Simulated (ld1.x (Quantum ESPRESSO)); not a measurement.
Before and after: PAW potential for silicon (Si)

ld1.x (Quantum ESPRESSO) 7.5 input, shortened:

```
&input
   title='Si', zed=14., rel=0, dft='PBESOL', iswitch=3,
   config='[Ne] 3s2 3p2 3d-2'
 /
 &inputp
   pseudotype=3, lpaw=.true., tm=.true., lloc=-1, rcloc=1.25,
   nlcc=.true.,
   which_augfun='PSQ', rmatch_augfun_nc=.true.
 /
6
3S  1  0   2.00   0.00  1.55  1.95  0.0
3S  1  0   0.00   1.05  1.55  1.95  0.0
3P  2  1   2.00   0.00  1.35  1.65  0.0
3P  2  1   0.00   0.05  1.35  1.65  0.0
3D  3  2  -2.00  -0.15  1.25  1.55  0.0
3D  3  2  -2.00   0.85  1.25  1.55  0.0
 &test
   configts(1)='3s2 3p2'
 /
```

Change: functional LDA (PZ); removed wave 3d channel at 0.85 Ry: rcut 1.25, rcutus 1.55 bohr.

Cutoffs: the cutoffs (Ry, on a coarse ladder) from which the occupation-weighted sum of valence levels, in a spherical-Bessel basis at the reference potential, stays within 10 and 1 mRy of its value at 400 Ry; they do not see the model core or the augmentation charge, which bear on the density cutoff. Errors are all-electron minus pseudo energies relative to the spin-unpolarised reference configuration.

**Question.** Predict the effect on cutoff, ghosts and configuration errors.

**Answer.** Both files are so soft that the ladder of cutoffs tells neither apart; the number of tests with a reliable result goes from 7 to 9; of the 7 tests that both files solve, the error grows in 3 and shrinks in 0 by more than 15 % and 0.3 meV (median size 0.8 → 1.1 meV); neither file shows a bound ghost.

```tsv
quantity	base	changed
cutoff, loose	6 Ry	6 Ry
cutoff, tight	10 Ry	10 Ry
bound ghosts	none	none
error for 3s2 3p1, meV [ΔE 7.72 → 7.84 eV]	-0.8	-1.1
error for 3s2 3p0, meV [ΔE 23.70 → 23.97 eV]	-9.5	-12
error for 3s1 3p0, meV [ΔE 57.53 → 58.04 eV]	-60	-70
error for 3s2 3p2.3, meV [ΔE -0.93 → -0.96 eV]	0.0	0.0
error for 3s1 3p2, meV [ΔE 15.07 → 15.19 eV]	-3.2	-3.3
error for 3s1 3p3, meV [ΔE 6.74 → 6.75 eV]	-0.8	-0.7
error for 3s2 3p1.5, meV [ΔE 2.91 → 2.97 eV]	-0.1	-0.1
s: phases at 2.15 bohr within 0.05 rad from the reference energy up to (Ry; the scan ends near 5)	3.8	4.5
p: phases at 2.15 bohr within 0.05 rad from the reference energy up to (Ry; the scan ends near 5)	3.3	3.6
d: phases at 2.15 bohr within 0.05 rad from the reference energy up to (Ry; the scan ends near 5)	to the end of the scan	to the end of the scan
lowest overlap eigenvalue by channel	s 0.35, p 0.76, d 0.92	s 0.38, p 0.76, d 1.00
```
